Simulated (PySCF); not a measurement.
# NMR parameters of Pd(PH3)2

Pd(PH3)2, H6P2Pd.

Geometry:
| atom | x (Å) | y (Å) | z (Å) |
| --- | --- | --- | --- |
| Pd1 | 0.009 | 0.022 | 0.000 |
| P2 | 0.000 | -0.008 | 2.262 |
| H3 | 0.800 | -0.941 | 2.981 |
| H4 | -1.202 | -0.260 | 2.982 |
| H5 | 0.388 | 1.133 | 3.019 |
| P6 | 0.004 | 0.017 | -2.262 |
| H7 | 1.178 | 0.336 | -3.001 |
| H8 | -0.868 | 0.869 | -2.996 |
| H9 | -0.307 | -1.169 | -2.984 |

GIAO calculations in PySCF on the PBE0-D3(BJ)/def2-SVP structure: isolated species, scalar relativity only through the core potential, equivalent atoms averaged; basis pcSseg-1 (def2-TZVP on Pd).

Question: Give the isotropic shieldings (ppm) with B3LYP, PBE0.

Answer: 
```json
{"atoms": "P2/P6", "environment": "phosphorus bonded to Pd, 3 H", "B3LYP": "522.0", "PBE0": "544.8"}
{"atoms": "H3/H4/H5/H7/H8/H9", "environment": "hydrogen on a phosphorus bonded to Pd", "B3LYP": "28.13", "PBE0": "27.98"}
{"atoms": "HOMO–LUMO gap (eV)", "environment": "–", "B3LYP": "4.65", "PBE0": "5.02"}
```

Question: And the chemical shifts, against references computed in the same way?

Answer: 
```
            atoms  nucleus, reference   B3LYP    PBE0
            P2/P6     $^{31}$P, H3PO4  -224.5  -234.7
H3/H4/H5/H7/H8/H9        $^{1}$H, TMS    3.26    3.29
```

Question: Which part of the shielding of P2/P6 depends on the functional?

Answer: Diamagnetic: B3LYP 967, PBE0 967 ppm; paramagnetic: B3LYP -445, PBE0 -422 ppm. The diamagnetic part, set mainly by inner electrons, hardly moves; the paramagnetic part goes with low-lying magnetically allowed excitations and carries the spread.

Pd is described by an effective core potential, so it has no shielding of its own here; spin–orbit effects on the atoms bonded to it, which can be large, are absent, and the values of these neighbours are rough. Experimental scales use liquid or dissolved standards, which lie at an offset from isolated H3PO4.
